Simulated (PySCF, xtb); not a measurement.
C₅H₉F, SMILES C1(F)[C@H]([C@@H]1C)C.

GFN2-xTB in xtb at its own geometry gives an orbital gap of 9.39 eV and a dipole moment of 2.30 D.

Geometry optimised at B3LYP-D3(BJ)/def2-SVP. The structure was generated by enumeration; whether it is a known compound was not checked.

### Question
What does PBE/def2-TZVP (PySCF) give? (An estimate is asked for; the answer gives what the named calculation found.)

### Answer
gap 6.92 eV (levels -6.33 and 0.59 eV), dipole 1.60 D.
